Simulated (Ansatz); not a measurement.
One change: `[F][Al]([SH])[Cl]` becomes `C#[C][Al]([F])[Cl]`.

Ansatz, PBE0-D4/def2-TZVP geometries, multiplicity 1. Each molecule was computed in one conformer, which needn't be the lowest.

| property | `[F][Al]([SH])[Cl]` |
| --- | --- |
| LUMO energy (PBE/def2-TZVPP) / eV | -1.88 |
| HOMO energy (ωB97M-V/def2-TZVPP) / eV | -10.49 |
| HOMO–LUMO gap (PBE/def2-TZVPP) / eV | 5.19 |
| size of the dipole moment (ωB97M-V/def2-TZVPP) / D | 1.34 |
| LUMO energy (B3LYP/def2-TZVPP) / eV | -1.32 |
| size of the dipole moment (PBE/def2-TZVPP) / D | 1.38 |

Question: Give the same properties after the change, and the shifts. (Best estimate.)

Answer: Ansatz gave: 
```csv
property,`C#[C][Al]([F])[Cl]`,shift
LUMO energy (PBE/def2-TZVPP) / eV,-2.32,-0.44
HOMO energy (ωB97M-V/def2-TZVPP) / eV,-11.02,-0.53
HOMO–LUMO gap (PBE/def2-TZVPP) / eV,5.19,0.00
size of the dipole moment (ωB97M-V/def2-TZVPP) / D,2.02,0.68
LUMO energy (B3LYP/def2-TZVPP) / eV,-1.71,-0.39
size of the dipole moment (PBE/def2-TZVPP) / D,1.98,0.60
```

The zero-point energy changes by 24.2 kJ/mol with +3 modes. Dipoles are sizes alone; their direction can turn.

B3LYP here is the variant with VWN-RPA as its local correlation; programs differ in this.
